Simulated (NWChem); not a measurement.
# BF

```xyz
2

B      0.0000     0.0000    -0.8151
F      0.0000     0.0000     0.4596
```
Atoms are numbered in this order, from 1.

Program: NWChem. All runs use the structure optimised with PBE-D3(BJ)/def2-SVP. Isotropic indirect couplings, all four terms, static geometry, non-relativistic.

Question: What does the run give for B3LYP/IGLO-III? Quantities: J(11B atom 1, 19F atom 2) (Hz).

Answer: 
```json
{
  "J(11B atom 1, 19F atom 2) (Hz)": "-370.2"
}
```
